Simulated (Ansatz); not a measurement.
Ansatz (a program for electronic structure) input:

Ansatz 0.2 input:
```yaml
crystal:
  periodic: [false, false, false]
  atoms:
    - {symbol: C, position_ang: [-1.44056657, 0.02361656, 0.35785898]}
    - {symbol: C, position_ang: [-0.18641679, 0.44369231, -0.27544516]}
    - {symbol: C, position_ang: [1.02612956, -0.28076718, -0.07179897]}
    - {symbol: O, position_ang: [1.15150571, -1.28091410, 0.61585009]}
    - {symbol: O, position_ang: [2.08038643, 0.25794305, -0.73636863]}
    - {symbol: H, position_ang: [-1.82926578, 0.81675342, 1.00243693]}
    - {symbol: H, position_ang: [-1.27870387, -0.87789164, 0.94406675]}
    - {symbol: H, position_ang: [-2.21069006, -0.15728475, -0.39650646]}
    - {symbol: H, position_ang: [-0.15430374, 1.31422488, -0.90995808]}
    - {symbol: H, position_ang: [2.87093908, -0.27335531, -0.56110592]}
basis:
  gaussian:
    orbitals: def2-TZVP
hamiltonian:
  xc: b3lyp
  dispersion: d3bj
magnetization: {spin_polarized: true, initial_magnetization: 1}
relax: {f_tol: 0.002, max_steps: 150}
```

### Question
Predict the final energy.

### Answer
-267.87306 Eh (B3LYP-D3(BJ)/def2-TZVP). The basis has 185 functions.

It need not be the lowest isomer of its formula.
